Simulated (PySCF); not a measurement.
## Indium: a sound run and one with changed settings

Sound run: In⁺ [Kr] 4d10 5s2, In²⁺ [Kr] 4d10 5s1. Computed with PySCF 2.14 in x2c-SVPall, with scalar relativity by spin-free X2C-1e. The sound run starts from symmetry-adapted Hartree-Fock orbitals and uses a fine grid where one is needed.

Changed run: initial guess sap, at most 5 SCF cycles. This setting is unsound on purpose.

```
species  method  sound run (hartree)  changed run (hartree)  converged
    In⁺     UHF          -5877.42445            -5877.42445         no
    In⁺   B3LYP          -5880.13916            -5880.13916         no
    In⁺     PBE          -5879.64801            -5879.64801         no
   In²⁺     UHF          -5876.79510            -5876.79510         no
   In²⁺   B3LYP          -5879.43595            -5879.43595         no
   In²⁺     PBE          -5878.94682            -5878.94682         no
```

The SCF was stopped early; the energies are upper bounds that still move, and correlated levels were skipped or rest on poor orbitals.
